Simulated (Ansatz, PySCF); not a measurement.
Noncovalent pair: HCl (SMILES Cl) (first 2 atoms) with SiH4 (SMILES [SiH4]); geometry from B3LYP-D3(BJ)/def2-TZVP, rigid monomers moved along the line of their centres of mass till Cl1···Si3 is 3.40 Å.
(charge 0, multiplicity 1):
```xyz
7

Cl     0.626     1.138    -0.225
H      1.119    -0.034    -0.058
Si    -0.096     0.038     2.906
H     -0.233     1.507     2.986
H     -1.077    -0.510     1.943
H     -0.334    -0.559     4.240
H      1.273    -0.312     2.459
```

Counterpoise-corrected where a basis set is named; no monomer relaxation. Rows marked so take none.

Frozen-core correlation. Rows in 6-31G*, LANL2DZ, STO-3G carry no dispersion term and start afresh at each structure (6-31G* with six Cartesian d functions). MP2/6-31G* freezes PySCF's default core. LANL2DZ brings its own core potentials from Na on.

Codes used: Ansatz (Gaussian basis) for Hartree–Fock, density functionals and correlated methods; PySCF for 6-31G* rows, LANL2DZ rows, STO-3G rows, the dispersion terms. Values without a source in brackets are computed.

```csv
level,interaction energy (kJ/mol)
HF/STO-3G (no counterpoise),7.4
HF/aug-cc-pV(T+d)Z,10.4
BP86/6-31G* (no counterpoise),6.7
B3LYP/LANL2DZ (no counterpoise),7.0
B3LYP-D3(BJ)/def2-TZVPPD,-1.3
wB97X-V/def2-TZVPPD,-0.8
MP2/6-31G*,8.6
SCS-MP2/aug-cc-pV(T+d)Z,___
CCSD(T)/aug-cc-pV(D+d)Z,___
```

Problem. Some entries are withheld; supply them.

Solution. 
- SCS-MP2/aug-cc-pV(T+d)Z, interaction energy (kJ/mol): 1.7
- CCSD(T)/aug-cc-pV(D+d)Z, interaction energy (kJ/mol): 2.5

Ansatz is an electronic-structure program.
